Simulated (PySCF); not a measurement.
C₂H₆O, SMILES OCC. Atoms are numbered in the order given.

```xyz
9

C     -0.8459     0.5987    -0.6598
C      0.0784    -0.5128    -0.2129
O      0.9074    -0.1366     0.8678
H     -1.4354     0.2888    -1.5267
H     -0.2739     1.4889    -0.9294
H     -1.5466     0.8709     0.1358
H      0.7600    -0.7862    -1.0218
H     -0.5030    -1.4117     0.0362
H      0.3444     0.1263     1.6003
```

The structure is a stationary point at PBE0-D3(BJ)/def2-TZVP. The values are those of a single conformer.

Method: PBE0/pcSseg-1 in PySCF.

GIAO shieldings, no solvent; atoms listed in one row are averaged. δ = σ(ref) − σ: ¹³C against TMS (σ = 186.3 ppm); ¹⁷O against H2O (σ = 334.2 ppm); ¹H against TMS (σ = 31.56 ppm), references at their B3LYP-D3(BJ)/def2-TZVP geometries, non-relativistic.

Computed chemical shifts:
```json
[
 {"nucleus": "¹³C", "atoms": "C2", "count": "1", "δ (ppm)": "61.9"},
 {"nucleus": "¹³C", "atoms": "C1", "count": "1", "δ (ppm)": "21.7"},
 {"nucleus": "¹⁷O", "atoms": "O3", "count": "1", "δ (ppm)": "46.9"},
 {"nucleus": "¹H", "atoms": "H8", "count": "1", "δ (ppm)": "3.80"},
 {"nucleus": "¹H", "atoms": "H7", "count": "1", "δ (ppm)": "3.63"},
 {"nucleus": "¹H", "atoms": "H4, H5, H6", "count": "3", "δ (ppm)": "1.17"},
 {"nucleus": "¹H", "atoms": "H9", "count": "1", "δ (ppm)": "-0.35"}
]
```
